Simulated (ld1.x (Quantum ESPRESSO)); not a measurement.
## aluminium (Al): RRKJ pseudisation with PBEsol, scalar-relativistic reference atom.

The input file (ld1.x (Quantum ESPRESSO) 7.5):

```
&input
   title='Al', zed=13., rel=1, dft='PBESOL', iswitch=3,
   config='[Ne] 3s1 3p0 3d-2',
   nld=3, rlderiv=1.70, eminld=-4.0, emaxld=5.0, deld=0.02
 /
 &inputp
   pseudotype=2, tm=.false., lloc=0,
   nlcc=.true., new_core_ps=.true., rcore=1.35,
   file_pseudopw='Al.UPF', file_wfcaegen='ae.wfc', file_wfcncgen='nc.wfc', file_beta='beta', file_chi='chi'
 /
3
3P  2  1   0.00   0.00  1.45  1.45  0.0
3D  3  2  -2.00  -0.15  1.55  1.55  0.0
3S  1  0   1.00   0.00  1.35  1.35  0.0
 &test
   configts(1)='3s1 3p0'
 /
```

Command:

```bash
ld1.x < Al.in > Al.out
```

The program printed (shortened: banner, matrices, multipoles, cross overlaps and the repeated all-electron block are left out):

```
Program LD1 v.7.5
     --------------------------- All-electron run ----------------------------

     Al
     scalar relativistic calculation

     atomic number is 13.00
     dft =PBESOL   lsd =0 sic =0 latt =0  beta=0.20 tr2=1.0E-14
     Exchange-correlation= PBESOL
                           (   1   4  10   8   0   0   0)
     mesh =1135 r(mesh) = 100.48924 a.u. xmin = -7.00 dx = 0.01250
     1 Ry =  13.60569312 eV, c = 137.03599908

     n l     nl                  e(Ry)          e(Ha)          e(eV)
     1 0     1S 1( 2.00)      -112.3762       -56.1881     -1528.9556
     2 0     2S 1( 2.00)        -9.4403        -4.7201      -128.4413
     2 1     2P 1( 6.00)        -6.6254        -3.3127       -90.1436
     3 0     3S 1( 1.00)        -1.7382        -0.8691       -23.6500
     3 1     3P 1( 0.00)        -1.2598        -0.6299       -17.1408

     final scf error:  4.3E-17 reached in  17 iterations

     Etot =    -482.562231 Ry,    -241.281115 Ha,   -6565.593627 eV

     Ekin =     483.398095 Ry,     241.699047 Ha,    6576.966134 eV
     Encl =   -1139.055739 Ry,    -569.527870 Ha,  -15497.642838 eV
     Eh   =     208.044195 Ry,     104.022097 Ha,    2830.585469 eV
     Exc  =     -34.948781 Ry,     -17.474391 Ha,    -475.502393 eV

     normalization and overlap integrals

     s(1S/1S) =  1.000000  <r> =   0.1203  <r2> =    0.0195  r(max) =   0.0789
     s(2S/2S) =  1.000000  <r> =   0.6257  <r2> =    0.4691  r(max) =   0.4954
     s(2P/2P) =  1.000000  <r> =   0.6011  <r2> =    0.4585  r(max) =   0.4264
     s(3S/3S) =  1.000000  <r> =   2.2089  <r2> =    5.5862  r(max) =   1.9109
     s(3P/3P) =  1.000000  <r> =   2.5587  <r2> =    7.5592  r(max) =   2.1925

     ------------------------ End of All-electron run ------------------------

     --------------------- Generating NC pseudopotential ---------------------

      Generating local pot.: lloc=0, matching radius rcloc =   1.3500

      Computing core charge for nlcc:

       r > 1.36 : true rho core
      Core charge pseudized with two Bessel functions
      Integrated core pseudo-charge :   3.29

      Wfc   3P  rcut= 1.433  Estimated cut-off energy=       81.43 Ry
      This function has    0 nodes for 0 < r <    1.433

      Wfc   3D  rcut= 1.545  Estimated cut-off energy=       94.79 Ry
      This function has    0 nodes for 0 < r <    1.545

     ------------------- End of pseudopotential generation -------------------

     Computing logarithmic derivative in   1.69693
     Computing logarithmic derivative in   1.69693
     Computing the partial wave expansion
       no projector for channel:   0
     R is outside the sphere for l=    1 j= 0.00
     R is outside the sphere for l=    2 j= 0.00

     ---------------------- Testing the pseudopotential ----------------------

     Al
     scalar relativistic calculation

     atomic number is 13.00   valence charge is  3.00
     dft =PBESOL   lsd =0 sic =0 latt =0  beta=0.20 tr2=1.0E-14
     mesh =1135 r(mesh) = 100.48924 xmin = -7.00 dx = 0.01250

     n l     nl             e AE (Ry)        e PS (Ry)    De AE-PS (Ry)
     1 0     3S   1( 1.00)       -1.73825       -1.73824       -0.00000
     2 1     3P   1( 0.00)       -1.25982       -1.25982       -0.00001

     eps = 5.0E-17  iter = 10

     Etot =    -482.562231 Ry,    -241.281115 Ha,   -6565.593627 eV
     Etotps =    -6.385791 Ry,      -3.192896 Ha,     -86.883116 eV

     Ekin =       0.552639 Ry,       0.276319 Ha,       7.519035 eV
     Encl =      -2.548594 Ry,      -1.274297 Ha,     -34.675391 eV
     Ehrt =       0.406294 Ry,       0.203147 Ha,       5.527913 eV
     Ecxc =      -4.796130 Ry,      -2.398065 Ha,     -65.254674 eV
     (Ecc =      -4.314698 Ry,      -2.157349 Ha,     -58.704451 eV)

     ---------------------- End of pseudopotential test ----------------------
```

Generation and configuration tests took about 2.5 s on one core of a shared server CPU.
